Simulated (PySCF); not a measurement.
From computed data to an observable: dipole moment from atomic charges

GeH2Br2, SMILES [Br][GeH2][Br]. Atoms are numbered in the order given.

```xyz
5

Ge     0.0000     0.0000    -0.8839
Br     1.8954     0.0000     0.4529
Br    -1.8954     0.0000     0.4529
H      0.0000    -1.2927    -1.7109
H      0.0000     1.2927    -1.7109
```

Geometry optimised at B3LYP-D3(BJ)/def2-SVP.

Charges (e) from PBE/def2-TZVPD in PySCF:

```tsv
atom	IAO	ESP fit
Ge1	0.548	-0.099
Br2	-0.220	-0.061
Br3	-0.220	-0.061
H4	-0.053	0.111
H5	-0.053	0.111
```

The dipole moment of the full density is 1.66 D.

Task: What dipole moment does each set of point charges give, and which comes closer to that of the density?

Result: 
μ = Σ q r, and 1 e Å = 4.8032 D.
IAO: Σ q r = (0.000, 0.000, -0.502) e Å, |μ| = 2.41 D.
ESP fit: Σ q r = (0.000, 0.000, -0.348) e Å, |μ| = 1.67 D.
ESP fit comes closer in size. Point charges leave out the atoms' own dipoles (lone pairs, polarised bonds); fits to the potential absorb them, partitions of the density don't.
